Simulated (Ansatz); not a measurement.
Basis sets compared for the cluster Li₆⁺. Charge 1, multiplicity 2. Geometry PBE0/def2-TZVP. Ansatz on 4 threads of Arm Neoverse V2 on a shared host; times are rough, and most runs start from earlier orbitals.

```csv
atom,x (Å),y (Å),z (Å)
Li1,1.4711,-0.4987,1.8547
Li2,-1.1732,1.6517,1.3290
Li3,1.9597,-2.0962,-0.8115
Li4,-0.8647,-1.0648,0.0401
Li5,0.7936,0.7953,-0.7881
Li6,-2.1865,1.2127,-1.6243
```

B3LYP takes the VWN-RPA correlation. The structure comes from a short search, and lower isomers may exist.

```json
{"level": "PBE/def2-SVP", "functions": "54", "energy (Eh)": "-44.7550", "HOMO (eV)": "-6.44", "LUMO (eV)": "-5.63", "wall time": "0.95 s"}
{"level": "B3LYP/6-31G", "functions": "54", "energy (Eh)": "-44.9521", "HOMO (eV)": "-6.76", "LUMO (eV)": "-5.28", "wall time": "1.1 s"}
{"level": "PBE0/def2-SVP", "functions": "54", "energy (Eh)": "-44.7835", "HOMO (eV)": "-6.96", "LUMO (eV)": "-5.04", "wall time": "1.4 s"}
```

Problem. Estimate the rows for PBE/def2-TZVP, B3LYP/def2-TZVP, PBE0/def2-TZVP.

Solution. 
| level | functions | energy (Eh) | HOMO (eV) | LUMO (eV) | wall time |
| --- | --- | --- | --- | --- | --- |
| PBE/def2-TZVP | 84 | -44.7901 | -6.55 | -5.77 | 1.1 s |
| B3LYP/def2-TZVP | 84 | -44.9609 | -6.83 | -5.39 | 1.1 s |
| PBE0/def2-TZVP | 84 | -44.8170 | -7.07 | -5.20 | 2.7 s |
